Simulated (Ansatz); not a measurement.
CH$_{5}$AlGaN, relaxed with RKS PBE0-D4/def2-TZVP in Ansatz 0.2.0 from a GFN2-xTB geometry. The force threshold is 0.005 eV/Å; the program also tests the step.

The species carries charge 0 and has multiplicity 1. The bonds changed during the relaxation, so this is another structure than the one it started from.

Start:

```xyz
9

Al   -0.892    0.282    0.970
C     0.934    1.047    1.009
N     1.100    0.389   -0.091
Ga    0.206   -0.758   -1.270
H    -1.978    1.006    0.128
H    -1.105   -1.143    1.550
H     1.810    1.621    1.339
H     1.213   -1.104   -2.396
H    -1.289   -1.339   -1.239
```

Task: How much energy does the relaxation release, and in how many steps? (Best estimate.)

Result: Computed: 98.87 kJ/mol, in 29 steps, 3 of them rejected.

Task: Which bonds change most? (An estimate is asked.)

Result: Computed: Al1–N3 from 2.259 to 1.998 Å; Ga4–H9 from 1.605 to 1.555 Å; Al1–C2 from 1.980 to 1.936 Å; Al1–H6 from 1.554 to 1.585 Å.

Task: Give the relaxed structure. (An estimate is asked.)

Result: Computed: 
```xyz
9

Al   -0.877    0.162    1.491
C     0.691    1.028    0.756
N     0.305    0.182   -0.120
Ga    0.449   -0.680   -1.760
H    -2.290    0.839    1.250
H    -0.669   -1.109    2.415
H     1.571    1.663    0.595
H     1.230   -2.024   -1.727
H    -0.410   -0.062   -2.901
```
